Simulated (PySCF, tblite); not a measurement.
Calculations on `[Al-]1([Cl+][Al-]([F])([Cl])[Cl+]1)([CH3])[CH3]`, in the order of a workflow; each names the level of the geometry that it ran on. Settings lines and outputs come from a driver script.

Compound: C₂H₆Al₂Cl₃F.
Bonds: C1–Al2, Al2–C3, Al2–Cl4, Cl4–Al5, Al5–F6, Al5–Cl7, Al5–Cl8, Al2–Cl8. Hydrogens: H9, H10, H11 on C1; H12, H13, H14 on C3.

Step 1: GFN2-xTB geometry optimisation, gas phase (tblite 0.8.0) (from a force-field or distance-geometry start)
```json
{"job": {"kind": "relax", "xc": "GFN2-xTB", "basis": "xTB"}, "charge": 0, "multiplicity": 1}
```
```
step      E/eV     max force
  0    -766.08255    2.165
  1    -766.32924    1.769
  2    -766.58830    1.566
...
 98    -766.88869    0.021
 99    -766.88879    0.023
100    -766.88892    0.020
101    -766.88902    0.020
102    -766.88906    0.008
```

Energy lowered by 18.6 kcal/mol over 102 steps; largest atomic force 0.008 eV/Å at the end. «max force» is the largest atomic force in eV/Å.

Time: 1.9 s of wall time. Hardware: one thread, Arm Neoverse N1 (aarch64), on a shared host.

Step 2: GFN2-xTB harmonic vibrations, gas phase (tblite 0.8.0) (on the GFN2-xTB geometry)
```json
{"job": {"kind": "ir", "xc": "GFN2-xTB", "basis": "xTB"}, "charge": 0, "multiplicity": 1}
```
```
(table of modes left out)
```

36 modes from 20 to 2952 cm⁻¹ (unscaled, harmonic); zero-point energy 47.9 kcal/mol; all wavenumbers are real at this level.

On one thread of an Arm Neoverse N1, on a shared host, this took 1.4 s wall.

Step 3: TDDFT wB97X-D/def2-SVPD, vertical, gas phase, core orbitals frozen in the response (PySCF 2.14.0, density-fitted response routines) (on the GFN2-xTB geometry)
```json
{"job": {"kind": "uv", "xc": "wB97X-D", "basis": "def2-SVPD", "nstates": 8, "ntriplets": 3}, "charge": 0, "multiplicity": 1}
```
```
...
Static polarisability (au): isotropic 105.629, principal 94.929 104.214 117.743
Singlet excitations
state   eV       nm        f      main configurations
  1   7.2195    171.7   0.17837   H->L 0.73, H->L+1 0.17
  2   7.3018    169.8   0.00038   H->L+2 0.86
  3   8.1653    151.8   0.04859   H-1->L 0.70, H-1->L+1 0.09
  4   8.2021    151.2   0.00930   H->L+1 0.36, H->L 0.16, H->L+3 0.13
  5   8.4053    147.5   0.00856   H-2->L 0.38, H-1->L+2 0.23, H-2->L+1 0.23
  6   8.4740    146.3   0.07052   H-3->L 0.38, H-3->L+1 0.22, H->L+3 0.15
  7   8.5940    144.3   0.10329   H-1->L+2 0.64, H-2->L 0.13, H-2->L+1 0.08
  8   8.7133    142.3   0.04108   H->L+4 0.47, H->L+3 0.20
Triplet excitations (Tamm-Dancoff, eV): 6.6764 7.0404 7.7505
```

HOMO -10.20 eV, LUMO 0.95 eV; lowest singlet 7.22 eV; lowest triplet 6.68 eV (Tamm–Dancoff); mean polarisability 105.6 au.

Time: 2.1 min of wall time (with the writing of density and orbital grids); peak memory 1.1 GiB. Hardware: an Arm Neoverse N1 with one thread, shared host.

Geometry of the electronic-property runs (GFN2-xTB):
```
atom  x, y, z in Å
C1    -0.9871    0.8588    1.8232
Al2   -0.5942    0.0196    0.0701
C3    -1.5030   -0.7601   -1.5121
Cl4    0.9897    1.3606   -0.8107
Al5    2.5409   -0.0864   -0.2884
F6     3.3087    0.5392    1.0383
Cl7    3.5315   -0.8092   -1.8998
Cl8    1.0437   -1.4648    0.5089
H9    -0.0791    1.0860    2.3973
H10   -1.5259    1.8059    1.7161
H11   -1.6120    0.2333    2.4675
H12   -2.0885   -1.6474   -1.2510
H13   -0.8137   -1.0706   -2.3083
H14   -2.2117   -0.0655   -1.9735
```

 (This holds for the electronic-property runs.)

The pairwise dispersion term of wB97X-D wasn't added to the energies; at a given geometry it leaves orbitals and properties as they are.
